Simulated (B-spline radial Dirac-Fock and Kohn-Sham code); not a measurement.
**Ionisation of each subshell: Nd²⁺**

System: Nd²⁺, 1s2 2s2 2p6 3s2 3p6 3d10 4s2 4p6 4d10 4f4 5s2 5p6, inside a Watson sphere of charge -2 and radius 2 Å (a model of the Madelung potential; inside it an electron's potential energy is raised by 14.4 eV); nuclear rms radius 4.9123 fm (A = 142).

Method: ΔSCF Dirac-Fock with Breit, self-energy and vacuum polarisation, finite nucleus, configuration average. Computed with a radial atomic solver. Electron correlation is not included. Energies are counted from the vacuum level.

All terms are in eV, carry their sign (relaxation lowers the binding energy) and add up to the binding energy; ⟨r⟩ is the mean radius of the orbital in the initial state.

```tsv
subshell	−ε (Koopmans)	relaxation	Gaunt	retardation	QED	binding energy	⟨r⟩ (bohr)
K (1s)	43820.2	-73.98	-125.85	10.70	-59.25	43571.8	0.024
L1 (2s)	7197.4	-41.46	-12.47	0.80	-7.85	7136.4	0.100
L2 (2p1/2)	6791.3	-45.34	-21.91	2.43	0.40	6726.8	0.084
L3 (2p3/2)	6269.6	-43.52	-15.57	3.02	-0.48	6213.0	0.091
M1 (3s)	1607.8	-20.90	-1.97	0.09	-1.70	1583.3	0.265
M2 (3p1/2)	1433.8	-21.55	-3.66	0.37	0.07	1409.0	0.255
M3 (3p3/2)	1327.3	-20.76	-2.42	0.50	-0.10	1304.5	0.267
M4 (3d3/2)	1028.2	-22.67	-1.31	0.09	0.15	1004.5	0.239
M5 (3d5/2)	1005.5	-22.36	-0.77	0.10	0.09	982.6	0.243
N1 (4s)	339.3	-8.42	-0.36	0.02	-0.38	330.1	0.607
N2 (4p1/2)	271.5	-8.11	-0.68	0.07	0.02	262.8	0.625
N3 (4p3/2)	248.2	-7.63	-0.41	0.10	-0.01	240.3	0.651
N4 (4d3/2)	135.1	-6.94	-0.12	0.01	0.03	128.1	0.703
N5 (4d5/2)	130.9	-6.77	-0.02	0.01	0.02	124.2	0.713
N6,7 (4f)	8.15	-3.94	0.11	-0.02	0.02	4.32	1.038
O1 (5s)	48.76	-1.19	-0.05	0.00	-0.06	47.47	1.498
O2 (5p1/2)	28.30	-0.99	-0.08	0.01	0.01	27.24	1.675
O3 (5p3/2)	25.03	-0.85	-0.04	0.01	0.00	24.15	1.758
```

For the deepest level, K (1s), the Breit terms make up -0.264 % of the binding energy, QED -0.136 % and orbital relaxation -0.170 %.
